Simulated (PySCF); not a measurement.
# UHF on Pb³⁺ (lead, charge +3)

Configuration: [Xe] 4f14 5d10 6s1, 2S determinant. All numbers are calculated (PySCF 2.14, a scalar-relativistic core potential, in aug-cc-pwCVDZ-PP with ECP60MDF (6s5p4d1f, 48 functions)).

```json
{
 "Total energy": "-190.013437 hartree",
 "One-electron energy": "-313.5865 hartree",
 "Hartree (Coulomb) energy": "137.9501 hartree",
 "Exchange energy": "-14.3770 hartree",
 "⟨S²⟩": "0.7509",
 "⟨L²⟩": "0.000",
 "Sum of ⟨r⟩": "22.82 bohr",
 "Sum of ⟨r²⟩": "32.17 bohr²"
}
```

```json
{"shell": "5s α", "electrons": "1", "mean orbital energy (hartree)": "-7.22317", "rms radius, mean of both spins (bohr)": "0.925"}
{"shell": "5s β", "electrons": "1", "mean orbital energy (hartree)": "-7.20874", "rms radius, mean of both spins (bohr)": "0.925"}
{"shell": "5p α", "electrons": "3", "mean orbital energy (hartree)": "-4.90492", "rms radius, mean of both spins (bohr)": "1.05"}
{"shell": "5p β", "electrons": "3", "mean orbital energy (hartree)": "-4.89914", "rms radius, mean of both spins (bohr)": "1.05"}
{"shell": "5d α", "electrons": "5", "mean orbital energy (hartree)": "-2.11773", "rms radius, mean of both spins (bohr)": "1.37"}
{"shell": "5d β", "electrons": "5", "mean orbital energy (hartree)": "-2.10164", "rms radius, mean of both spins (bohr)": "1.37"}
{"shell": "6s α", "electrons": "1", "mean orbital energy (hartree)": "-1.49943", "rms radius, mean of both spins (bohr)": "2.27"}
```

Energies and moments cover only the electrons outside the core potential. Spin-orbit coupling, which splits the p, d and f shells strongly at this Z, is absent.
